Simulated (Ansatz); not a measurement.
Basis-set series for FGeH3, SMILES `[F][GeH3]`. Charge 0, multiplicity 1. All single points use the PBE0-D4/def2-TZVP geometry.

| functional | basis | functions | energy (Eh) | HOMO (eV) | LUMO (eV) |
| --- | --- | --- | --- | --- | --- |
| PBE0-D4 | def2-SVP | 61 | -2177.96418 | -9.56 | 0.11 |
| PBE0-D4 | def2-QZVPP | 236 | -2178.40773 | -9.71 | -0.39 |
| ωB97M-V | def2-SVP | 61 | -2178.16924 | -11.81 | 2.05 |
| ωB97M-V | def2-QZVPP | 236 | -2178.61435 | -12.00 | 1.22 |

(1) Give the rows for def2-TZVPP. (Estimate.)

## Answers

(1) Ansatz gave: 
```json
{"functional": "PBE0-D4", "basis": "def2-TZVPP", "functions": "121", "energy (Eh)": "-2178.35615", "HOMO (eV)": "-9.69", "LUMO (eV)": "-0.14"}
{"functional": "ωB97M-V", "basis": "def2-TZVPP", "functions": "121", "energy (Eh)": "-2178.56410", "HOMO (eV)": "-11.97", "LUMO (eV)": "1.72"}
```

Positive LUMOs are unbound and depend on the basis. Scalar relativity is left out up to krypton.
